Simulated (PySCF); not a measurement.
SeF₄: from structure and modes to constants

Method: PySCF, PBE, basis Se def2-TZVP, F def2-TZVP (no relativity, density fitting).

The singlet minimum has C2v symmetry. Masses (u): Se 79.91652, F 18.99840.

```xyz
5
charge 0 multiplicity 1, angstrom
Se    0.0000    0.0000   -0.3044
F     0.0000    1.8056   -0.1640
F     0.0000   -1.8056   -0.1640
F     1.3239    0.0000    0.8070
F    -1.3239    0.0000    0.8070
```

Harmonic wavenumbers (cm⁻¹): 151.1 (a1, ×1), 210.5 (b2, ×1), 323.0 (a1, ×1), 328.3 (a2, ×1), 363.6 (b1, ×1), 536.6 (a1, ×1), 596.6 (b1, ×1), 666.8 (b2, ×1), 686.9 (a1, ×1).

Q: What is the harmonic zero-point energy?

A: Half the sum of all 9 wavenumbers, 3863/2 = 1932 cm⁻¹, which is 23.1 kJ/mol (1 cm⁻¹ = 0.0119627 kJ/mol).

Q: Find the vibrational entropy and heat capacity at 298.15 K.

A: With u = 1.43878 ω/T, each mode gives S = R[u/(eᵘ−1) − ln(1−e⁻ᵘ)] and C = R u² eᵘ/(eᵘ−1)².
```tsv
ω (cm⁻¹)	u	S (J/(mol K))	C (J/(mol K))
151.1	0.729	11.12	7.96
210.5	1.016	8.53	7.63
323.0	1.559	5.42	6.82
328.3	1.584	5.31	6.77
363.6	1.755	4.63	6.47
536.6	2.589	2.40	4.89
596.6	2.879	1.91	4.35
666.8	3.218	1.46	3.74
686.9	3.315	1.35	3.58
```
The sums over all modes are S = 42.1 and C = 52.2 J/(mol K); the softest mode gives 26 % of the entropy.

Q: Give the standard entropy (298.15 K, 1 bar) by its translational, rotational, vibrational and spin parts, and Cp.

A: Sackur–Tetrode with M = 155.91 u gives 171.8; rotation with symmetry number 2 gives 104.7; vibration 42.1; spin R ln 1 = 0.0. The total is 318.7 J/(mol K), and Cp = 4 R + 52.2 = 85.5 J/(mol K).
